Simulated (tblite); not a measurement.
C5H9NSi.
Geometry (GFN2-xTB, Å), atoms numbered from 1 in this order:
```
atom  x, y, z in Å
C1    -0.182    3.013    0.907
C2    -0.253    1.843    0.636
Si3   -0.292    0.047    0.215
N4     1.162   -0.867    0.275
C5     2.323   -0.523   -0.515
C6    -1.649   -0.529   -0.952
C7    -1.878   -0.904    0.527
H8    -0.140    4.037    1.146
H9     1.430   -1.244    1.173
H10    2.906    0.296   -0.077
H11    2.972   -1.394   -0.616
H12    1.995   -0.214   -1.505
H13   -2.351    0.180   -1.366
H14   -1.483   -1.362   -1.621
H15   -2.711   -0.412    1.007
H16   -1.857   -1.960    0.753
```

Level: GFN2-xTB in tblite, geometry and Hessian alike; calculated harmonic values, unscaled, isolated species. This tight-binding method is rough: wavenumbers can miss measured ones by several per cent, in bad cases by 10 to 20. One conformer, not necessarily the lowest.

Harmonic wavenumbers (cm⁻¹): 50.0, 89.2, 113.4, 134.3, 153.5, 190.2, 251.3, 283.2, 329.5, 518.3, 579.2, 658.5, 669.0, 678.2, 703.5, 720.9, 787.8, 840.2, 890.0, 1033.0, 1060.6, 1070.0, 1082.7, 1112.6, 1156.8, 1162.8, 1361.5, 1423.7, 1433.1, 1452.8, 1490.3, 1503.3, 2196.2, 2907.9, 2981.0, 3030.9, 3059.7, 3065.2, 3069.5, 3087.5, 3356.6, 3426.9.

A = 2233, B = 2034, C = 1215 MHz; mass 111.050 u (most abundant isotopes); point group C1, symmetry number 1.

Zero-point energy?

½Σν̃ = 27582 cm⁻¹ = 78.86 kcal/mol.

Give the ideal-gas entropy at 500 K and 1 bar in the rigid-rotor, harmonic-oscillator model (classical rotation).

Translation 42.63, rotation 30.00, vibration 45.57: S = 118.2 cal/(mol K).

And Cp and H(500 K) − H(0)?

Cp = 49.72 cal/(mol K), of which vibrations give 41.78 (their classical limit is 42 R = 83.5); H(500 K) − H(0) = 15.38 kcal/mol without the zero-point energy, 11.41 from vibrations.

How do the functions run with temperature in this model?

```csv
T (K),S (cal/(mol K)),Cp (cal/(mol K)),H − H(0) (kcal/mol),G − H(0) (kcal/mol),ln q(vib)
50,57.1,13.2,0.49,-2.36,0.43
100,68.1,19.0,1.31,-5.51,1.60
298.15,96.3,35.5,6.70,-22.00,6.66
373.15,104.9,41.4,9.58,-29.55,8.47
750,140.7,61.2,29.35,-76.16,16.94
1000,159.4,68.8,45.66,-113.74,21.92
```

q(vib) and H(0) count from the zero-point level.

Which modes carry the vibrational entropy at 500 K?

50.0 cm⁻¹: 5.84; 89.2 cm⁻¹: 4.70; 113.4 cm⁻¹: 4.22; 134.3 cm⁻¹: 3.89; 153.5 cm⁻¹: 3.63; 190.2 cm⁻¹: 3.21 cal/(mol K); the other 36 give 20.08 together.

Hindered rotation and anharmonicity are outside this model. Other conformers, if any are populated, would add a mixing term that is left out. The structure is chiral; the term R ln 2 for an equal mix with its mirror image is left out.
